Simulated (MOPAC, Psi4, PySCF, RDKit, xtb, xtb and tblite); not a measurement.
Two geometries of SMILES C(C)[SiH2][SiH2]Cl (C2H9ClSi2), relaxed at GFN2-xTB with one dihedral held; other torsions can differ between them too.

Structure A

```
14

C     -1.6499     0.7879     0.4919
C     -1.1387    -0.6474     0.5297
Si     0.2951    -0.9631    -0.6863
Si     2.0732     0.4366    -0.1850
Cl     3.5931     0.0913    -1.4860
H     -2.4802     0.9235     1.1836
H     -1.9982     1.0440    -0.5064
H     -0.8622     1.4865     0.7678
H     -0.8226    -0.8859     1.5470
H     -1.9635    -1.3233     0.3006
H      0.6423    -2.3902    -0.5924
H     -0.2240    -0.7590    -2.0489
H      1.7962     1.8722    -0.2989
H      2.6490     0.2484     1.1503
```

Structure B

```
14

C     -1.6275     0.8013     0.4953
C     -1.1406    -0.6426     0.5324
Si     0.2928    -0.9665    -0.6824
Si     2.0541     0.4562    -0.1859
Cl     3.8195    -0.4161    -0.6773
H     -2.4499     0.9535     1.1928
H     -1.9782     1.0611    -0.5011
H     -0.8248     1.4870     0.7620
H     -0.8306    -0.8876     1.5501
H     -1.9756    -1.3046     0.2997
H      0.6347    -2.3940    -0.5900
H     -0.2193    -0.7558    -2.0467
H      2.0335     1.7297    -0.9119
H      2.1818     0.8087     1.2324
```

**Question.** Which is lower in energy at the level wB97X-D/def2-TZVP // GFN2-xTB (Psi4 1.11), and by how much?

**Answer.** A is lower, by 1.45 kJ/mol (dihedral C2–Si3–Si4–Cl5: 180° in A, 150° in B).

E(B) − E(A) in kJ/mol at the other levels, on the same two geometries: GFN2-xTB (xtb and tblite) 0.09; MMFF94 // GFN2-xTB (RDKit) 3.12; PBE/def2-TZVP // GFN2-xTB (Psi4) 1.36; PBE-D3(BJ)/def2-TZVP // GFN2-xTB (Psi4) 1.25; UFF // GFN2-xTB (RDKit) 2.35; PM7, restricted, heats of formation // GFN2-xTB (MOPAC) 2.36; PM6, restricted, heats of formation // GFN2-xTB (MOPAC) 0.57; GFN1-xTB // GFN2-xTB (xtb) 0.21; restricted B3LYP/6-31G*, spherical d, density fitting // GFN2-xTB (PySCF) 1.50; restricted M06-2X/6-31G*, spherical d, density fitting // GFN2-xTB (PySCF) 0.92; restricted Hartree-Fock/3-21G // GFN2-xTB (PySCF) 1.11; restricted Hartree-Fock/STO-3G // GFN2-xTB (PySCF) 0.38.
